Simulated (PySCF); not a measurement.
Bi(Br)2(Me) (CH₃BiBr₂), SMILES [CH3][Bi]([Br])[Br].

Geometry optimised at PBE0-D3(BJ)/def2-SVP. The structure was generated by enumeration; whether it is a known compound was not checked. The def2 effective core potentials stand for the cores of Bi; spin–orbit coupling is left out.

Method: PBE0-D3(BJ)/def2-SVP (PySCF).

Frequencies are harmonic and unscaled.

```json
[
 {"mode": "1", "ν (cm⁻¹)": "64", "IR (km/mol)": "0.8", "moving atoms (share of kinetic energy)": "Br 82 %, Bi 16 %"},
 {"mode": "2", "ν (cm⁻¹)": "91", "IR (km/mol)": "0.0", "moving atoms (share of kinetic energy)": "H 92 %"},
 {"mode": "3", "ν (cm⁻¹)": "124", "IR (km/mol)": "0.0", "moving atoms (share of kinetic energy)": "C 52 %, H 35 %, Br 11 %"},
 {"mode": "4", "ν (cm⁻¹)": "124", "IR (km/mol)": "0.8", "moving atoms (share of kinetic energy)": "C 49 %, H 22 %, Br 15 %, Bi 14 %"},
 {"mode": "5", "ν (cm⁻¹)": "219", "IR (km/mol)": "32.4", "moving atoms (share of kinetic energy)": "Br 69 %, Bi 31 %"},
 {"mode": "6", "ν (cm⁻¹)": "223", "IR (km/mol)": "12.0", "moving atoms (share of kinetic energy)": "Br 74 %, Bi 25 %"},
 {"mode": "7", "ν (cm⁻¹)": "480", "IR (km/mol)": "17.8", "moving atoms (share of kinetic energy)": "C 75 %, H 18 %"},
 {"mode": "8", "ν (cm⁻¹)": "744", "IR (km/mol)": "7.6", "moving atoms (share of kinetic energy)": "H 85 %, C 15 %"},
 {"mode": "9", "ν (cm⁻¹)": "748", "IR (km/mol)": "11.3", "moving atoms (share of kinetic energy)": "H 84 %, C 15 %"},
 {"mode": "10", "ν (cm⁻¹)": "1187", "IR (km/mol)": "1.1", "moving atoms (share of kinetic energy)": "H 83 %, C 17 %"},
 {"mode": "11", "ν (cm⁻¹)": "1411", "IR (km/mol)": "8.0", "moving atoms (share of kinetic energy)": "H 95 %"},
 {"mode": "12", "ν (cm⁻¹)": "1418", "IR (km/mol)": "7.8", "moving atoms (share of kinetic energy)": "H 95 %"},
 {"mode": "13", "ν (cm⁻¹)": "3070", "IR (km/mol)": "1.6", "moving atoms (share of kinetic energy)": "H 98 %"},
 {"mode": "14", "ν (cm⁻¹)": "3199", "IR (km/mol)": "0.2", "moving atoms (share of kinetic energy)": "H 90 %, C 10 %"},
 {"mode": "15", "ν (cm⁻¹)": "3216", "IR (km/mol)": "0.9", "moving atoms (share of kinetic energy)": "H 90 %, C 10 %"}
]
```
